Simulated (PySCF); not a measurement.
## Structure from NMR data

Molecular formula: C₄H₉FN₂Si. Simulated spectra:

¹H NMR (400 MHz, computed): δ 5.89 (m, 1H), 4.87 (s, 3H), 3.72 (m, 1H), 3.56 (m, 1H), 2.25 (s, 3H).

¹³C{¹H} NMR (computed): δ 145.6 (C), 101.7 (CH), 57.5 (CH2), 14.9 (CH3).

Theoretical values (PySCF): GFN2-xTB structure, shielding tensors at PBE0/pcSseg-1 (GIAO). In vacuum, non-relativistic, one conformer, one averaged value for each set of equivalent atoms.

Shifts are taken against calculated references (same method and geometry level): ¹H (σ = 31.72 ppm) and ¹³C (σ = 186.93 ppm) vs TMS.

Question: Deduce the structure.

Answer: 
The formula gives 2 degrees of unsaturation (1 ring in the answer). 4 carbon signals for 4 carbons: no two carbons are equivalent. Carbon types of the structure: 1 × C, 1 × CH, 1 × CH2, 1 × CH3, leaving 3 H on heteroatoms. δC 145.6: C=N carbon. δC 101.7: sp3 CH bonded to F; the inductive effect lowers its shielding. δC 57.5: sp3 CH2 bonded to N; pulled downfield by the heteroatom. δC 14.9: methyl carbon; a saturated carbon with 1 carbon neighbour and no heteroatom attached. δH 5.89: hydrogen on an sp3 CH bonded to F; its carbon carries F, an electronegative neighbour. δH 4.87: hydrogen on a silicon bonded to N. δH 3.72, 3.56: hydrogen on an sp3 CH2 bonded to N; its carbon carries N, which withdraws density.

Structure: `N1=C(C)[C@H](F)CN1[SiH3]`.

The data come from this structure; uniqueness wasn't tested.

Splittings by ¹⁹F in the carbon and heteronuclear signals aren't shown, as no couplings were computed. Shifts are as computed. Against solution values, carbons near 30 ppm lie about +3 ppm off and those near 130 ppm about +5 ppm. Of 1211 compounds with measured shifts, 218 miss one by over three times the rms of a fit or turn the order of signals round; such compounds aren't used in these exercises. Multiplicities follow the n + 1 count of equivalent neighbours, as no J values were calculated; m marks all less simple cases, F and P coupling included.
